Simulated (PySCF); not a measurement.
From computed data to an observable: dipole moment from atomic charges

Sn(H)(Cl)2(OMe) (CH₄Cl₂OSn), SMILES C[O][SnH]([Cl])[Cl]. Atoms are numbered in the order given.

```xyz
9

Sn     0.5146     0.1270     0.0000
Cl    -0.6589     0.9084     1.8879
Cl    -0.6589     0.9084    -1.8879
O      0.4015    -1.8426     0.0000
C     -0.8532    -2.4990     0.0000
H      2.1515     0.5935     0.0000
H     -1.4533    -2.2548    -0.8961
H     -0.6641    -3.5848     0.0000
H     -1.4533    -2.2548     0.8961
```
Charge 0, spin multiplicity 1.

The structure is a stationary point at B3LYP-D3(BJ)/def2-SVP. The structure was generated by enumeration; whether it is a known compound was not checked. The def2 effective core potentials stand for the cores of Sn; spin–orbit coupling is left out. Other conformers were not sampled.

Charges (e) from PBE/def2-TZVP in PySCF:

```csv
atom,ESP fit,Mulliken
Sn1,0.340,0.936
Cl2,-0.151,-0.327
Cl3,-0.151,-0.327
O4,-0.215,-0.447
C5,-0.271,-0.210
H6,0.070,0.000
H7,0.121,0.122
H8,0.135,0.131
H9,0.121,0.122
```

The dipole moment of the full density is 1.30 D.

### Question
What dipole moment does each set of point charges give, and which comes closer to that of the density?

### Answer

μ = Σ q r, and 1 e Å = 4.8032 D.
ESP fit: Σ q r = (0.228, -0.146, 0.000) e Å, |μ| = 1.30 D.
Mulliken: Σ q r = (0.471, -0.147, 0.000) e Å, |μ| = 2.37 D.
ESP fit comes closer in size. Point charges leave out the atoms' own dipoles (lone pairs, polarised bonds); fits to the potential absorb them, partitions of the density don't.
